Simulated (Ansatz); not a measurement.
Basis-set extrapolation for CH9NOSi2 (`C[SiH](N)O[SiH3]`) (PBE0-D4/def2-TZVP geometry, frozen core, Ansatz). Multiplicity 1, RHF reference.

```csv
,def2-TZVPP,def2-QZVPP
HF,-750.533004,-750.560808
MP2 correlation,-0.876976,-0.941981
CCSD(T) correlation,-0.963962,not run
```

Energies in hartree. Use E(X) = E(∞) + A·exp(−7.88·√X) for Hartree–Fock and E(X) = E(∞) + B·X^(−2.97) for correlation, with X = 3 and 4, and add CCSD(T) minus MP2 of the smaller set to the MP2 limit.

What is the CCSD(T) energy at the basis-set limit?

HF limit: -750.560808 + (-0.027804) × 0.13774 = -750.56464. MP2 limit: -0.941981 + (-0.065005) × 0.74074 = -0.99013. Higher-order term: -0.963962 − (-0.876976) = -0.08699. Total: -751.64176 hartree, 90.9 kcal/mol below CCSD(T)/def2-TZVPP.
